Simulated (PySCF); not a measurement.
Precursor series W F-OH. All species are isolated molecules in the gas phase. One relaxed conformer stands for each flexible species; it need not be the lowest. In the def2 sets, heavy atoms carry core potentials. All members: neutral, multiplicity 1. Level: TPSSh-D3(BJ)/def2-TZVP // TPSS-D3(BJ)/def2-SVP (PySCF), beside PBE-D3(BJ)/def2-TZVP // TPSS-D3(BJ)/def2-SVP (PySCF) at the same geometries.  Orbital energies are measured against the vacuum level.

| species | LUMO, PBE (eV) | LUMO, TPSSh-D3(BJ) (eV) |
|---|---|---|
| [W(F)6] | -5.37 | withheld |
| [W(F)5(OH)] | -4.72 | -4.49 |
| [W(F)4(OH)2] | -4.09 | -3.84 |
| [W(F)3(OH)3] | -3.63 | -3.36 |
| [W(OH)6] | -3.41 | -3.12 |
| [W(F)(OH)5] | -3.36 | -3.08 |

Fit y = a + b·x, y being the LUMO at the first level, to the 5 complete rows by least squares, with x = the PBE value in eV. Give a, b and the rms residual, and predict the withheld value.

Means of the 5 rows: x̄ = -3.842, ȳ = -3.578 eV. Σ(x − x̄)² = 1.2963 and Σ(x − x̄)(y − ȳ) = 1.3498, so b = 1.041 and a = ȳ − b·x̄ = 0.422 eV. The rms residual is 0.005 eV. At x = -5.37 the line gives -5.17 eV, outside the range of the fitted rows. The run for [W(F)6] gave -5.17 eV, so the line is off by 0.00 eV, within twice the rms residual.

Codes: PySCF.
